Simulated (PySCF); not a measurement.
## Mass spectrum arithmetic for `Clc1nncnc1Br`

Species: `Clc1nncnc1Br`.

Calculated from tabulated atomic weights, isotope masses and abundances; no fragmentation.

Question: Molar mass and exact mass?

Answer: For C3HBrClN3, with standard atomic weights, 1 × 35.450 + 3 × 12.011 + 3 × 14.007 + 1 × 79.904 + 1 × 1.008 = 194.416 g/mol. From the most abundant isotopes (35Cl, 12C, 14N, 79Br, 1H), 1 × 34.968853 + 3 × 12.000000 + 3 × 14.003074 + 1 × 78.918337 + 1 × 1.007825 = 192.9042 u.

Question: Give the isotope pattern of the molecular ion M+•, merging species of the same nominal mass.

Answer: 
```
nominal mass  m/z (centroid)  relative intensity
         193        192.9037                77.3
         194        193.9054                 3.4
         195        194.9014               100.0
         196        195.9032                 4.4
         197        196.8987                24.1
         198        197.9005                 1.0
```

Lines under 0.1 % of the tallest are left out. One electron mass, 0.00055 u, is taken off.

Question: Double-bond equivalents and nitrogen rule?

Answer: (2 × 3 + 2 + 3 − 3)/2 = 4; the structure has 1 ring and 3 π bonds. The nominal mass 193 is odd, with 3 nitrogens, as the rule says.

Question: Resolve the fine structure: one atom at a time replaced by a minor isotope.

Answer: Intensity in % of the monoisotopic species:

| isotope | mass shift (u) | m/z | intensity (%) |
| --- | --- | --- | --- |
| 15N | +0.99703 | 193.9007 | 1.11 |
| 13C | +1.00335 | 193.9070 | 3.24 |
| 37Cl | +1.99705 | 194.9007 | 31.96 |
| 81Br | +1.99795 | 194.9016 | 97.28 |

Species under 0.02 % are left out.

Question: What share of all molecules is the monoisotopic species?

Answer: 0.7578 × 0.9893^3 × 0.99632^3 × 0.5069 × 0.999885 = 36.78 %.

Question: Protons, neutrons, electrons, and exact less nominal mass of the monoisotopic species?

Answer: 92 protons, 101 neutrons and 92 electrons; 192.9042 − 193 = -0.0958 u.

Question: What resolving power m/Δm just matches the spacing of the species with one 37Cl and with one 81Br?

Answer: They lie 0.00090 u apart at mass 194.90, so m/Δm is about 220000.
